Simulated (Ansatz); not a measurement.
Ansatz (a program for electronic structure) input (CCSD(T)/aug-cc-pVDZ):

Ansatz 0.2 input:
```yaml
crystal:
  periodic: [false, false, false]
  atoms:
    - {symbol: C, position_ang: [2.66862050, -0.07382175, -0.61353991]}
    - {symbol: C, position_ang: [1.17550568, 0.21824551, -0.72659158]}
    - {symbol: C, position_ang: [0.38935059, -0.27509102, 0.49549779]}
    - {symbol: C, position_ang: [-1.08439323, 0.03183206, 0.44291221]}
    - {symbol: C, position_ang: [-1.65120787, 0.87762972, 1.29953845]}
    - {symbol: C, position_ang: [-1.87886856, -0.66499777, -0.62567867]}
    - {symbol: H, position_ang: [3.09779971, 0.40901695, 0.26762802]}
    - {symbol: H, position_ang: [3.21239215, 0.28618963, -1.48875953]}
    - {symbol: H, position_ang: [2.85336974, -1.14713831, -0.52425562]}
    - {symbol: H, position_ang: [0.78235991, -0.24919951, -1.63295985]}
    - {symbol: H, position_ang: [1.01388174, 1.29425314, -0.83836023]}
    - {symbol: H, position_ang: [0.52805006, -1.35980667, 0.58291424]}
    - {symbol: H, position_ang: [0.81901500, 0.16966379, 1.39659988]}
    - {symbol: H, position_ang: [-2.71016274, 1.10227201, 1.26046616]}
    - {symbol: H, position_ang: [-1.07371040, 1.37273272, 2.07080194]}
    - {symbol: H, position_ang: [-2.93971477, -0.42706071, -0.55422325]}
    - {symbol: H, position_ang: [-1.76222250, -1.75034301, -0.54840086]}
    - {symbol: H, position_ang: [-1.53510079, -0.38336033, -1.62428049]}
basis:
  gaussian:
    orbitals: aug-cc-pVDZ
magnetization: {spin_polarized: false}
correlation: {method: ccsd_t, electrons: outside_noble_gas}
output: {forces: true}
```

Output:

```
Functional definition: HF
integrals: 1.86 GiB planned
2436 factors; integrals over basis functions are off by at most 8.4e-4 eV
1.20 GiB of device memory are held for the factors and their scratch space
mean field: 1.57 GiB planned
mean field evaluation 1: about -6366.9703 eV, gradient 4.6e1 eV
mean field evaluation 2: about -6366.9763 eV, gradient 4.6e1 eV
mean field evaluation 4: about -6372.9745 eV, gradient 4.8e0 eV
mean field evaluation 8: about -6373.0554 eV, gradient 2.5e-4 eV
mean field evaluation 16: about -6373.0482 eV, gradient 2.7e-1 eV
mean field -6373.05538931 eV, -234.2054657452 hartree, gradient 1.2e-6 eV, S^2 0.000000; 0 other end points of the search recorded, 0 dependent functions left out
6 core orbitals not correlated
reference -6373.05538931 eV, -234.2054657452 hartree; 18, 18 occupied and 222, 222 virtual orbitals, 2436 factors
densities: 13.28 GiB planned
second order -24.01304745 eV of doubles, -0.00000000 eV of singles
coupled cluster: 12.34 GiB planned
cycle   1  -25.32340584 eV  change    -1.3e0 eV  update   1.0e-1
cycle   2  -25.99492557 eV  change   -6.7e-1 eV  update   3.1e-2
cycle   3  -26.10167236 eV  change   -1.1e-1 eV  update   1.2e-2
cycle   4  -26.10226166 eV  change   -5.9e-4 eV  update   3.7e-3
cycle   5  -26.10321229 eV  change   -9.5e-4 eV  update   1.3e-3
cycle   6  -26.10324364 eV  change   -3.1e-5 eV  update   4.2e-4
cycle   7  -26.10315826 eV  change    8.5e-5 eV  update   1.3e-4
cycle   8  -26.10318254 eV  change   -2.4e-5 eV  update   5.1e-5
cycle   9  -26.10317649 eV  change    6.1e-6 eV  update   1.8e-5
cycle  10  -26.10316394 eV  change    1.3e-5 eV  update   6.0e-6
perturbative correction -0.93244087 eV, -0.0342665698 hartree
the calculation of the forces begins
1.20 GiB of device memory are held for the factors and their scratch space
Total energy: -6400.09099412 eV, -235.1990058966 hartree
Atom 0 at     2.668620    -0.073822    -0.613540 Å, force    -0.070608     0.005171     0.014495 eV/Å
Atom 1 at     1.175506     0.218246    -0.726592 Å, force    -0.046461    -0.022429     0.076430 eV/Å
Atom 2 at     0.389351    -0.275091     0.495498 Å, force     0.115253    -0.024058    -0.090985 eV/Å
Atom 3 at    -1.084393     0.031832     0.442912 Å, force     0.504545    -0.680319    -0.723840 eV/Å
Atom 4 at    -1.651208     0.877630     1.299538 Å, force    -0.483516     0.726185     0.723102 eV/Å
Atom 5 at    -1.878869    -0.664998    -0.625679 Å, force     0.004923    -0.052152    -0.070861 eV/Å
Atom 6 at     3.097800     0.409017     0.267628 Å, force     0.177515     0.223665     0.392287 eV/Å
Atom 7 at     3.212392     0.286190    -1.488760 Å, force     0.232646     0.160799    -0.388416 eV/Å
Atom 8 at     2.853370    -1.147138    -0.524256 Å, force     0.066032    -0.481275     0.035367 eV/Å
Atom 9 at     0.782360    -0.249200    -1.632960 Å, force    -0.174981    -0.223423    -0.401290 eV/Å
Atom 10 at     1.013882     1.294253    -0.838360 Å, force    -0.070071     0.485735    -0.038356 eV/Å
Atom 11 at     0.528050    -1.359807     0.582914 Å, force     0.051261    -0.476675     0.037609 eV/Å
Atom 12 at     0.819015     0.169664     1.396600 Å, force     0.199189     0.222822     0.415167 eV/Å
Atom 13 at    -2.710163     1.102272     1.260466 Å, force    -0.505990     0.104070    -0.020996 eV/Å
Atom 14 at    -1.073710     1.372733     2.070802 Å, force     0.282836     0.234907     0.371830 eV/Å
Atom 15 at    -2.939715    -0.427061    -0.554223 Å, force    -0.487349     0.115473     0.041594 eV/Å
Atom 16 at    -1.762223    -1.750343    -0.548401 Å, force     0.052821    -0.465224     0.058452 eV/Å
Atom 17 at    -1.535101    -0.383360    -1.624280 Å, force     0.151954     0.146729    -0.431591 eV/Å
Dipole moment:     0.048110    -0.050561    -0.078547 e Å
```
